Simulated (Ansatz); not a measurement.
A nudged elastic band was laid between two geometries of H$_{4}$Sn (5 atoms, charge 0, multiplicity 1).

Level of theory: Ansatz, RKS revPBE/def2-SVP.

```json
{
 "movable images": "3",
 "climbing image": "no",
 "spring": "5.0 eV/Å²",
 "optimiser": "quadratic models (default)",
 "start path": "through a guess of the saddle point",
 "force threshold": "0.03 eV/Å",
 "iteration limit": "60",
 "end points": "relaxed"
}
```

Image 0:

```xyz
5
Properties=species:S:1:pos:R:3
Sn 0.284 0.000 0.201
H 0.284 0.000 1.930
H 1.914 0.000 -0.375
H -0.531 1.411 -0.376
H -0.531 -1.411 -0.376
```

Image 4:

```xyz
5
Properties=species:S:1:pos:R:3
Sn 0.196 0.000 -0.977
H 1.013 0.000 1.322
H 1.662 0.000 0.887
H -0.726 1.289 -0.113
H -0.726 -1.289 -0.113
```

Q: Which bonds break or form, and what moves?

A: Bonds broken: Sn1–H2, Sn1–H3. Bonds formed: H2–H3. H4Sn becomes H2 + H2Sn.

Q: Give the energies along the band, and the barrier.

A: The forces met the threshold. The highest image is number 2 of 0 to 4, 37.2 kcal/mol above the first end and 21.0 kcal/mol above the last; the last end lies 16.2 kcal/mol above the first. No image climbed, so the highest image needn't sit at the top of the path. So few images can step over the top or miss a turn of the path. The orbitals stay closed-shell, which can raise the energy where a bond breaks towards radicals; this wasn't checked here.

| image | path coordinate (Å) | energy (kcal/mol) | Sn1–H2 (Å) | Sn1–H3 (Å) | H2–H3 (Å) |
| --- | --- | --- | --- | --- | --- |
| 0 | 0.00 | 0.0 | 1.73 | 1.73 | 2.82 |
| 1 | 0.54 | 10.5 | 1.71 | 1.71 | 2.26 |
| 2 | 1.08 | 37.2 | 1.82 | 1.71 | 1.69 |
| 3 | 1.63 | 36.0 | 2.04 | 1.84 | 1.09 |
| 4 | 2.17 | 16.2 | 2.44 | 2.37 | 0.78 |

Q: What is the geometry of the highest image?

A: 
```xyz
5
Properties=species:S:1:pos:R:3
Sn 0.264 0.000 -0.307
H 0.619 0.000 1.481
H 1.849 0.000 0.325
H -0.656 1.445 -0.247
H -0.656 -1.445 -0.247
```

The run took 20 s on 1 thread of Arm Neoverse V1, with other jobs on the host, peak memory 0.089 GiB.
